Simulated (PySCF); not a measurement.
H5InP2, SMILES [PH2][InH][PH2].

Geometry optimised at B3LYP-D3(BJ)/def2-SVP. The def2 effective core potentials stand for the cores of In; spin–orbit coupling is left out. One conformer was computed; it need not be the lowest.

Level of theory: B3LYP-D3(BJ)/def2-SVP (PySCF 2.14.0).

Frequencies are harmonic and unscaled.

```json
[
 {"mode": "1", "ν (cm⁻¹)": "68", "IR (km/mol)": "4.2", "moving atoms (share of kinetic energy)": "P 72 %, In 22 %"},
 {"mode": "2", "ν (cm⁻¹)": "106", "IR (km/mol)": "2.8", "moving atoms (share of kinetic energy)": "H 97 %"},
 {"mode": "3", "ν (cm⁻¹)": "111", "IR (km/mol)": "3.1", "moving atoms (share of kinetic energy)": "H 92 %"},
 {"mode": "4", "ν (cm⁻¹)": "272", "IR (km/mol)": "3.2", "moving atoms (share of kinetic energy)": "P 83 %, In 13 %"},
 {"mode": "5", "ν (cm⁻¹)": "302", "IR (km/mol)": "32.5", "moving atoms (share of kinetic energy)": "P 66 %, In 30 %"},
 {"mode": "6", "ν (cm⁻¹)": "323", "IR (km/mol)": "36.0", "moving atoms (share of kinetic energy)": "H 97 %"},
 {"mode": "7", "ν (cm⁻¹)": "433", "IR (km/mol)": "116.3", "moving atoms (share of kinetic energy)": "H 99 %"},
 {"mode": "8", "ν (cm⁻¹)": "514", "IR (km/mol)": "0.1", "moving atoms (share of kinetic energy)": "H 93 %"},
 {"mode": "9", "ν (cm⁻¹)": "587", "IR (km/mol)": "1.2", "moving atoms (share of kinetic energy)": "H 91 %"},
 {"mode": "10", "ν (cm⁻¹)": "631", "IR (km/mol)": "49.9", "moving atoms (share of kinetic energy)": "H 97 %"},
 {"mode": "11", "ν (cm⁻¹)": "639", "IR (km/mol)": "1.6", "moving atoms (share of kinetic energy)": "H 96 %"},
 {"mode": "12", "ν (cm⁻¹)": "1093", "IR (km/mol)": "17.5", "moving atoms (share of kinetic energy)": "H 97 %"},
 {"mode": "13", "ν (cm⁻¹)": "1100", "IR (km/mol)": "32.3", "moving atoms (share of kinetic energy)": "H 97 %"},
 {"mode": "14", "ν (cm⁻¹)": "1729", "IR (km/mol)": "277.2", "moving atoms (share of kinetic energy)": "H 99 %"},
 {"mode": "15", "ν (cm⁻¹)": "2366", "IR (km/mol)": "17.2", "moving atoms (share of kinetic energy)": "H 97 %"},
 {"mode": "16", "ν (cm⁻¹)": "2367", "IR (km/mol)": "67.3", "moving atoms (share of kinetic energy)": "H 97 %"},
 {"mode": "17", "ν (cm⁻¹)": "2382", "IR (km/mol)": "24.1", "moving atoms (share of kinetic energy)": "H 97 %"},
 {"mode": "18", "ν (cm⁻¹)": "2384", "IR (km/mol)": "85.1", "moving atoms (share of kinetic energy)": "H 97 %"}
]
```
